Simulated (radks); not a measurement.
The numbers below are computed, except where a source is named.
All-electron atom: Er III in [Kr] 4d10 4f12 5s2 5p5 5d1 (not the ground configuration). Level of theory: non-relativistic Kohn-Sham, PBE, spin-polarised, spherical densities, point nucleus; open shells are filled with parallel spins first (spin-orbit coupling, left out, can overturn this in heavy ions); relativity is left out, which matters for an element this heavy (a radial shooting solver on a logarithmic mesh with Libxc functionals). Some entries of the table are withheld. Estimate them.

orbital  occ.  eigenvalue (hartree)  r(max) (bohr)
1s up       1             -1964.038        0.01479
1s down     1             -1964.036        0.01479
2s up       1             -317.1314        0.08081
2s down     1             -317.1276        0.08081
2p up       3             -302.7221        0.06283
2p down     3             -302.7184        0.06283
3s up       1             -70.98739         0.2237
3s down     1             -70.94724         0.2237
3p up       3             -64.46151         0.2114
3p down     3             -64.42452         0.2113
3d up       5             -52.30143         0.1679
3d down     5             -52.27402         0.1678
4s up       1             -14.10302         0.5079
4s down     1             -14.03407         0.5079
4p up       3             -11.48407         0.5113
4p down     3             -11.41508         0.5113
4d up       5              -6.77545         0.5138
4d down     5              -6.70589         0.5139
5s up       1              -2.23885          1.201
5s down     1              -2.16363          1.201
5p up       3              -1.54450            (1)
5p down     2              -1.47120            (2)
4f up       7              -0.91050         0.5008
4f down     5              -0.83792         0.5012
5d up       1                   (3)          1.789
6s up       0              -0.54672          3.110
5d down     0                   (4)          1.818
6s down     0              -0.50699          3.127
6p up       0              -0.40608          3.699

Answer. 
(1) 5p up r(max) (bohr): 1.314
(2) 5p down r(max) (bohr): 1.315
(3) 5d up eigenvalue (hartree): -0.58625
(4) 5d down eigenvalue (hartree): -0.52807
